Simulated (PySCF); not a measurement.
Relaxation of singlet [BiS2]-

Computed with PBE0 in PySCF with Bi def2-TZVPD with ECP60, S def2-TZVPD; scalar-relativistic core potentials, no spin–orbit coupling; density-fitted integrals. A (50,194) grid was used.

A hand-made bent start, of C2v symmetry, held to at least that symmetry:

Coordinates in bohr (charge -1 multiplicity 1):
```
Bi    0.0000    0.0000   -0.5968
S     3.6377    0.0000    1.9504
S    -3.6377    0.0000    1.9504
```

At each step, columns x, y, z (Å) and Fx, Fy, Fz (eV/Å):

```
step 0  E − E(last) = 1.03 kJ/mol
Bi   0.000   0.000  -0.316   0.000   0.000  -0.377
S    1.925   0.000   1.032   0.362   0.000   0.189
S   -1.925   0.000   1.032  -0.362   0.000   0.189
step 1  E − E(last) = 0.07 kJ/mol
Bi   0.000   0.000  -0.317   0.000   0.000   0.011
S    1.948   0.000   1.033   0.055   0.000  -0.006
S   -1.948   0.000   1.033  -0.055   0.000  -0.006
step 2  E − E(last) = 0.00 kJ/mol
Bi   0.000   0.000  -0.310   0.000   0.000   0.019
S    1.960   0.000   1.029   0.002   0.000  -0.009
S   -1.960   0.000   1.029  -0.002   0.000  -0.009
step 3  E − E(last) = 0.00 kJ/mol
Bi   0.000   0.000  -0.307   0.000   0.000   0.003
S    1.962   0.000   1.028  -0.002   0.000  -0.002
S   -1.962   0.000   1.028   0.002   0.000  -0.002
```

It ends at C2v with Bi–S 2.373 Å (×2); S–Bi–S 111.6°. A frequency run shows a minimum.

No spin–orbit coupling is included, which matters more the heavier the element.

The relaxation took about 30 core-seconds on a shared host.
